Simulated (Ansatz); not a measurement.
H5O4Si (SMILES O[Si](O)(O)[OH2+]), charge +1, singlet, geometry from GFN2-xTB; CCSD(T)/STO-3G (Ansatz, a program for electronic structure).

Ansatz was given this input:
Ansatz 0.2 input:
```yaml
crystal:
  periodic: [false, false, false]
  atoms:
    - {symbol: O, position_ang: [0.42300775, -0.34215206, 1.57256308]}
    - {symbol: Si, position_ang: [0.20866731, -0.06562924, 0.02728980]}
    - {symbol: O, position_ang: [0.05846469, -1.24648912, -1.02696932]}
    - {symbol: O, position_ang: [0.88574575, 1.28293584, -0.46060890]}
    - {symbol: O, position_ang: [-1.56857171, 0.38716528, -0.10415051]}
    - {symbol: H, position_ang: [0.19299341, -1.12049991, 2.07780759]}
    - {symbol: H, position_ang: [0.74771201, -1.73532224, -1.47075513]}
    - {symbol: H, position_ang: [1.58940578, 1.76807453, -0.03392037]}
    - {symbol: H, position_ang: [-1.81823817, 1.30180993, 0.09082315]}
    - {symbol: H, position_ang: [-2.02238704, 0.05306761, -0.89268722]}
basis:
  gaussian:
    orbitals: STO-3G
total_charge: 1
magnetization: {spin_polarized: false}
correlation: {method: ccsd_t}
```

Task: What does Ansatz print? Leave out banner, timings and long lists.

Result: 
```
Functional definition: HF
456 factors; integrals over basis functions are off by at most 3.8e-5 eV
mean field evaluation 1: about -15881.3424 eV, gradient 3.6e1 eV
mean field evaluation 2: about -15881.4368 eV, gradient 3.6e1 eV
mean field evaluation 4: about -15885.5973 eV, gradient 1.2e0 eV
mean field evaluation 8: about -15885.6016 eV, gradient 2.5e-5 eV
mean field evaluation 16: about -15885.4637 eV, gradient 6.6e-2 eV
mean field -15885.60157696 eV, -583.7850903060 hartree, gradient 1.9e-6 eV, S^2 0.000000; 0 other end points of the search recorded, 0 dependent functions left out
9 core orbitals not correlated
reference -15885.60157696 eV, -583.7850903060 hartree; 16, 16 occupied and 9, 9 virtual orbitals, 456 factors
second order -4.77945912 eV of doubles, -0.00000000 eV of singles
cycle   1  -5.39390875 eV  change   -6.1e-1 eV  update   8.9e-2
cycle   2  -5.73719950 eV  change   -3.4e-1 eV  update   2.7e-2
cycle   3  -5.81225880 eV  change   -7.5e-2 eV  update   1.2e-2
cycle   4  -5.81467971 eV  change   -2.4e-3 eV  update   2.9e-3
cycle   5  -5.81380187 eV  change    8.8e-4 eV  update   9.1e-4
cycle   6  -5.81351254 eV  change    2.9e-4 eV  update   3.0e-4
cycle   7  -5.81345282 eV  change    6.0e-5 eV  update   9.3e-5
cycle   8  -5.81345244 eV  change    3.8e-7 eV  update   3.5e-5
perturbative correction -0.17594096 eV, -0.0064657109 hartree
Total energy: -15891.59097036 eV, -584.0051964536 hartree
```
